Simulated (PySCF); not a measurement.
Harmonic spectrum computed at PBE0 in the def2-SVP basis family (core potentials from Rb on, PySCF, no spin–orbit coupling):

| symmetry | ω (cm⁻¹) | IR (km/mol) |
| --- | --- | --- |
| a1 | 156 | 2.4 |
| b2 | 397 | 107 |
| a1 | 412 | 50.5 |

Problem. Which molecule gave it? In each, all ligands are bound to the one heavy central atom.
A. PdCl₂ (triplet)
B. CoCl₂ (quartet)
C. GeCl₂ (singlet)
D. CuCl₂ (doublet)
E. TcCl₂ (sextet)

Solution. C. It has C2v symmetry with Ge–Cl 2.191 Å (×2).
